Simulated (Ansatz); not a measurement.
The same path of H₄O₃SSi (9 atoms, charge 0, multiplicity 1) was run twice with different band settings. Lost on the way: O3–H4. Made: S2–H4.

These are results of RKS r2SCAN/def2-SVP in Ansatz 0.2.0, not measurements.

Relaxed end points:

```xyz
9
Properties=species:S:1:pos:R:3
Si -0.107 -0.021 0.014
S 1.418 1.461 0.230
O 0.193 -1.407 0.860
H 0.494 -1.271 1.766
O -1.439 0.801 0.550
O -0.259 -0.590 -1.529
H 2.362 0.662 -0.317
H -2.246 0.276 0.623
H -0.417 0.087 -2.197
```

```xyz
9
Properties=species:S:1:pos:R:3
Si -0.522 -0.479 -0.090
S 1.503 0.925 0.836
O -0.257 -1.665 0.850
H 1.628 -0.213 1.562
O -1.760 0.611 0.031
O -0.027 -0.372 -1.659
H 2.262 0.438 -0.172
H -2.278 0.519 0.841
H -0.550 0.235 -2.199
```

Common settings: climbing image yes; spring 5.0 eV/Å²; optimiser quadratic models (default); start path through a guess of the saddle point; force threshold 0.03 eV/Å; iteration limit 60; end points relaxed.

| run | movable images |
| --- | --- |
| 1 | 9 |
| 2 | 1 |

(1) What does each run give, and how far can it be trusted?

Results:

(1) Run 1: converged after 22 iterations, highest image 2.050 eV above the first end. A vibrational analysis at the climbing image gives one clearly imaginary mode, 224i cm⁻¹: a first-order saddle point.
Run 2: converged after 27 iterations, highest image 2.051 eV above the first end. Neighbouring images differ by up to 2.1 eV, so the band resolves the path poorly. Another band between the same ends (9 images) ends at a top of the same energy, where a vibrational analysis finds 1 clearly imaginary mode. So few images can step over the top or miss a turn of the path.
The orbitals stay closed-shell, which can raise the energy where a bond breaks towards radicals; this wasn't checked here.
